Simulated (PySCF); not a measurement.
Method: B3LYP-D3(BJ)/def2-TZVP // r2SCAN-D4/def2-SVP (PySCF). Gas-phase values, no solvent. One relaxed conformer stands for a flexible species; it need not be the lowest. B3LYP has the VWN-RPA correlation part, as in Gaussian. 

Reference species: [Ti(Cl)4] (neutral, multiplicity 1).

| Property | Value |
|---|---|
| HOMO–LUMO gap | 5.35 eV |
| charge on the central atom (meta-Löwdin) | 1.14 e |
| coordination number | 4 |

Changed species: [Ti(NH2)4] (4 of 4 Cl replaced by NH2; the reference has 0 of 4 Cl replaced by NH2).

Task: What does the change do to the HOMO–LUMO gap, charge on the central atom (meta-Löwdin) and coordination number?

Result: the HOMO–LUMO gap increases by 0.28 eV, to 5.63 eV; the charge on the central atom (meta-Löwdin) rises by 0.11 e, to 1.25 e; the coordination number stays essentially unchanged.
